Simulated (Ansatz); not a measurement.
Reaction (ligand exchange at the Sc–Cl bond): `[NH2][Sc]([NH2])[Cl]` + dimethylamine → `C[N](C)[Sc]([NH2])[NH2]` + HCl

Gas-phase electronic energies from Ansatz, PBE0-D4/def2-TZVP geometries. CCSD(T)/CBS is the MP2 limit (def2-TZVPP, def2-QZVPP) plus CCSD(T) − MP2 in def2-TZVPP, frozen cores. This one scheme is used for every species. For Sc outer-core shells are correlated without core-valence functions, which leaves a few kJ/mol of doubt a bond. Scalar relativity is left out up to krypton. Each species was taken in one conformer, which may not be the lowest.

| level | ΔE (kcal/mol) |
| --- | --- |
| CCSD(T)/def2-TZVPP | 30.4 |
| HF/CBS(def2) | 39.6 |

Question: What does CCSD(T)/CBS give? (An estimate is asked.)

Answer: Computed: +30.5 kcal/mol. The listed levels differ from it by -0.1, 9.1 kcal/mol.

Question: What do rigid-rotor, harmonic-oscillator terms from PBE0-D4/def2-TZVP frequencies (298.15 K, 1 bar) make of the CCSD(T)/CBS value? (An estimate is asked.)

Answer: Computed: ΔZPE = -3.9 kcal/mol, ΔH = +27.6 kcal/mol, ΔS = -12 J/(mol·K), ΔG = +28.4 kcal/mol. Modes under 50 cm⁻¹ make the entropy rough.

Largest T1 diagnostic among the species: 0.014.

From PBE to PBE0 (25 % exact exchange), in def2-TZVPP and without D4, ΔE moves by +2.2 kcal/mol. The D4 term adds −2.1 kcal/mol with B3LYP and −1.3 kcal/mol with PBE0; it sums over pairs of atoms, weighted by their polarisabilities, and B3LYP, whose exchange is more repulsive, gets the larger term. In def2-TZVPP, CCSD(T) changes the Hartree–Fock value by −9.2 kcal/mol (the triples alone add −1.2 kcal/mol) and MP2 by −9.3 kcal/mol.

B3LYP here is the variant with VWN-RPA as its local correlation; programs differ in this.
